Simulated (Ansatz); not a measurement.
One change: `N[SiH](N)F` becomes `N[Si](N)(F)[SiH3]`.

Ansatz, PBE0-D4/def2-TZVP geometries, multiplicity 1. Each molecule was computed in one conformer, which needn't be the lowest.

```json
{"property": "size of the dipole moment (PBE/def2-TZVPP) / D", "`N[SiH](N)F`": "1.94"}
{"property": "HOMO energy (ωB97M-V/def2-TZVPP) / eV", "`N[SiH](N)F`": "-10.04"}
{"property": "HOMO–LUMO gap (ωB97M-V/def2-TZVPP) / eV", "`N[SiH](N)F`": "12.45"}
{"property": "HOMO–LUMO gap (PBE0/def2-TZVPP) / eV", "`N[SiH](N)F`": "8.67"}
{"property": "HOMO–LUMO gap (B3LYP/def2-TZVPP) / eV", "`N[SiH](N)F`": "8.05"}
{"property": "zero-point energy (PBE0-D4/def2-TZVP) / kJ/mol", "`N[SiH](N)F`": "169.7"}
```

Give the same properties after the change, and the shifts. (An estimate is asked.)

Computed: 
| property | `N[Si](N)(F)[SiH3]` | shift |
| --- | --- | --- |
| size of the dipole moment (PBE/def2-TZVPP) / D | 2.02 | 0.08 |
| HOMO energy (ωB97M-V/def2-TZVPP) / eV | -9.51 | 0.53 |
| HOMO–LUMO gap (ωB97M-V/def2-TZVPP) / eV | 11.56 | -0.89 |
| HOMO–LUMO gap (PBE0/def2-TZVPP) / eV | 7.71 | -0.96 |
| HOMO–LUMO gap (B3LYP/def2-TZVPP) / eV | 7.30 | -0.75 |
| zero-point energy (PBE0-D4/def2-TZVP) / kJ/mol | 212.6 | 42.9 |

With PBE0 the HOMO rises by 0.32 eV and the LUMO falls by 0.63 eV, so the gap narrows by about 0.95 eV. PBE moves the HOMO by 0.15 eV and ωB97M-V by 0.53 eV. The zero-point energy changes by 42.9 kJ/mol with +9 modes. Dipoles are sizes alone; their direction can turn.

B3LYP here is the variant with VWN-RPA as its local correlation; programs differ in this.
